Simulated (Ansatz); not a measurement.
`CC(Cl)B(F)F`, relaxed with RKS PBE0-D4/def2-TZVP in Ansatz 0.2.0 from a PBE-D4/def2-SVP geometry. The force threshold is 0.005 eV/Å; the program also tests the step.

The species carries charge 0 and has multiplicity 1.

Start:

```xyz
10

C    -0.314   -0.990    0.699
C     0.017    0.440    0.316
Cl    1.758    0.856    0.774
B     0.101    0.770   -1.227
F     0.441   -0.164   -2.112
F    -0.163    1.988   -1.695
H     0.334   -1.710    0.163
H    -1.369   -1.209    0.428
H    -0.200   -1.155    1.789
H    -0.604    1.174    0.865
```

| step | energy (eV) | largest force (eV/Å) | largest move (Å) |
| --- | --- | --- | --- |
| 1 | -20766.7380 | 0.538 | 0.000 |
| 2 | -20766.7715 | 0.238 | 0.025 |
| 3 (rejected) | -20766.7689 | 0.315 | 0.034 |
| 4 | -20766.7775 | 0.081 | 0.017 |
| 5 | -20766.7787 | 0.024 | 0.011 |
| 6 | -20766.7787 | 0.014 | 0.004 |
| 7 | -20766.7788 | 0.006 | 0.004 |
| 8 | -20766.7788 | 0.003 | 0.001 |

End:

```xyz
10

C    -0.307   -0.981    0.692
C     0.034    0.440    0.314
Cl    1.734    0.837    0.806
B     0.091    0.762   -1.225
F     0.414   -0.165   -2.104
F    -0.170    1.968   -1.684
H     0.335   -1.691    0.171
H    -1.344   -1.193    0.415
H    -0.201   -1.136    1.766
H    -0.587    1.159    0.849
```

Run time 34 s (4 threads of a server CPU on a shared host); peak host memory 0.58 GiB.
